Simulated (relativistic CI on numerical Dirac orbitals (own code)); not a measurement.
Zr⁵⁺: calculation against measurement

Calculated at this level of theory: Dirac-Coulomb-Breit CI, separate exchange-only KLI orbitals for each configuration, model QED, valence Slater integrals scaled by 0.9, configuration energies shifted to the measured levels that pair with them (semi-empirical) (own radial code, finite nucleus).

Configuration list (outside the closed core [Ar] 3d10): 4s²4p⁵, 4s4p⁶, 4s²4p⁴4d, 4s²4p⁴5s, 4s²4p⁴5p, 4s²4p⁴5d, 4s²4p³4d², 4s4p⁵4d, 4s²4p⁴4f, 4s4p⁵4f, 4p⁵4d², 4s²4p³4f², 4s²4p⁴6s, 4p⁶4d, 4s²4p⁴6p, 4s4p⁴4d², 4s²4p⁴5f, 4s4p⁵5s, 4s²4p³4d4f, 4s²4p⁴6d, 4s²4p⁴5g, 4s²4p⁴6f, 4s4p⁵5p, 4s²4p³4d5s, 4p⁵4f², 4s4p⁵5d, 4s4p⁴5s5p, 4s4p⁵6s, 4s²4p³4d5p, 4p⁶4f. Levels of other configurations are missing.

| Configuration | Term (tabulated) | J | Measured (cm⁻¹) | Computed | Error | Purity (%) |
| --- | --- | --- | --- | --- | --- | --- |
| 4s²4p⁵ | 2P° | 3/2 | 0.0 | 0 | 0 | 97 |
| 4s²4p⁵ | 2P° | 1/2 | 15602.8 | 15381 | -221 | 97 |
| 4s4p⁶ | 2S | 1/2 | 191570.7 | 191565 | -5 | 75 |
| 4s²4p⁴4d | 4D | 5/2 | 248940.1 | 248667 | -273 | 87 |
| 4s²4p⁴4d | 4D | 7/2 | 249322.9 | 249081 | -242 | 90 |
| 4s²4p⁴4d | 4D | 3/2 | 250017.6 | 249691 | -326 | 83 |
| 4s²4p⁴4d | 4D | 1/2 | 251818.7 | 251414 | -405 | 79 |
| 4s²4p⁴4d | 4F | 9/2 | 261642.9 | 262071 | 428 | 89 |
| 4s²4p⁴4d | 4F | 7/2 | 266145.4 | 266387 | 242 | 64 |
| 4s²4p⁴4d | 4F | 5/2 | 271374.4 | 271688 | 313 | 91 |
| 4s²4p⁴4d | 4P | 1/2 | 272091.3 | 270132 | -1960 | 92 |
| 4s²4p⁴4d | 4P | 5/2 | 278742.2 | 277026 | -1716 | 82 |
| 4s²4p⁴4d | 2G | 7/2 | 285967.1 | 287101 | 1134 | 74 |
| 4s²4p⁴4d | 2G | 9/2 | 286411.5 | 287782 | 1370 | 89 |
| 4s²4p⁴4d | 2F | 5/2 | 287142.4 | 286606 | -537 | 79 |
| 4s²4p⁴4d | 2F | 5/2 | 299608.7 | 298456 | -1153 | 88 |
| 4s²4p⁴4d | 2F | 7/2 | 303517.2 | 302260 | -1257 | 94 |
| 4s²4p⁴4d | 2D | 3/2 | 319336.2 | 320251 | 915 | 90 |
| 4s²4p⁴4d | 2S | 1/2 | 334694.9 | 337056 | 2361 | 70 |
| 4s²4p⁴4d | 2D | 5/2 | 343709.5 | 348473 | 4764 | 94 |
| 4s²4p⁴4d | 2D | 3/2 | 358168.1 | 363287 | 5119 | 84 |
| 4s²4p⁴5s | 4P | 5/2 | 364827.1 | 364266 | -561 | 92 |
| 4s²4p⁴5s | 4P | 1/2 | 377452.0 | 377079 | -373 | 90 |
| 4s²4p⁴5s | 4P | 3/2 | 379776.7 | 379398 | -379 | 58 |
| 4s²4p⁴5s | 2P | 1/2 | 384781.4 | 384781 | 0 | 93 |
| 4s²4p⁴5s | 2D | 5/2 | 393555.3 | 394465 | 910 | 92 |
| 4s²4p⁴5s | 2D | 3/2 | 394195.5 | 395067 | 871 | 87 |
| 4s²4p⁴5p | 4P° | 3/2 | 421258.0 | 420046 | -1212 | 64 |
| 4s²4p⁴5p | 4P° | 5/2 | 421991.2 | 420561 | -1430 | 72 |
| 4s²4p⁴5s | 2S | 1/2 | 423223.5 | 425370 | 2146 | 85 |
| 4s²4p⁴5p | 2D° | 5/2 | 427118.7 | 426278 | -841 | 62 |
| 4s²4p⁴5p | 4D° | 7/2 | 427649.1 | 426522 | -1127 | 90 |
| 4s²4p⁴5p | 4D° | 1/2 | 436859.1 | 436103 | -757 | 67 |
| 4s²4p⁴5p | 4D° | 5/2 | 440554.9 | 439401 | -1154 | 59 |
| 4s²4p⁴5p | 2S° | 1/2 | 444340.1 | 444176 | -164 | 70 |
| 4s²4p⁴5p | 2F° | 5/2 | 449730.7 | 450006 | 275 | 84 |
| 4s²4p⁴5p | 2F° | 7/2 | 452999.9 | 453164 | 165 | 89 |
| 4s²4p⁴5p | 2P° | 3/2 | 455878.2 | 456478 | 600 | 69 |
| 4s²4p⁴5p | 2D° | 3/2 | 459077.6 | 459949 | 871 | 72 |
| 4s²4p⁴5p | 2D° | 5/2 | 459580.8 | 460455 | 874 | 92 |
| 4s²4p⁴5p | 2P° | 1/2 | 464724.0 | 465397 | 673 | 95 |
| 4s²4p⁴5p | 2P° | 1/2 | 482699.3 | 484709 | 2010 | 86 |
| 4s²4p⁴5d | 4D | 5/2 | 514465.3 | 514344 | -121 | 71 |
| 4s²4p⁴5d | 4D | 7/2 | 514487.0 | 514362 | -125 | 74 |
| 4s²4p⁴5d | 4D | 3/2 | 515170.7 | 515091 | -80 | 60 |
| 4s²4p⁴5d | 2F | 7/2 | 518061.5 | 518142 | 80 | 64 |
| 4s²4p⁴5d | 4F | 3/2 | 528976.1 | 529239 | 263 | 67 |
| 4s²4p⁴5d | 4F | 5/2 | 529351.7 | 529497 | 145 | 56 |

Measured levels from measured levels as listed in Rauch et al., Astron. Astrophys. 599, A142 (2017); pairs were made by configuration, J and term (by order where the table uses no LS term), so strongly mixed levels may be paired wrongly.

Mean error by configuration (cm⁻¹): 4s²4p⁵ -221; 4s4p⁶ -5; 4s²4p⁴4d 488; 4s²4p⁴5s 373; 4s²4p⁴5p -87; 4s²4p⁴5d 27. Over the excited levels the mean absolute error is 914 cm⁻¹ (47 of the 69 excited levels that our extract of the source holds in range could be paired, and the others can miss by more), and the median relative error of those above 1,000 cm⁻¹ is 0.17 %, both after the shifts were fitted to these levels, so that a configuration with one level shows no error.

Configurations whose levels could be paired with our table of measured levels were shifted onto them, all but the ground configuration, by the median error of their levels; single terms can still be off by 1,000 to 2,000 cm⁻¹ or more, and rates follow the energies as ν³ (E1, M1) or ν⁵ (E2). The others borrow a shift and can be off by several thousand cm⁻¹ or more. 47 of the 69 excited levels that our extract of the measured tables holds in this range could be paired (the sources list more); they are missed by 914 cm⁻¹ on average and 5119 at most, after the shifts were fitted to these levels, and levels without a partner can miss by more.

Shifts applied (cm⁻¹): 4s²4p⁵ 0; 4s4p⁶ -6009; 4s²4p⁴4d -8055; 4s²4p⁴5s -19129; 4s²4p⁴5p -20720; 4s²4p⁴5d -18883.
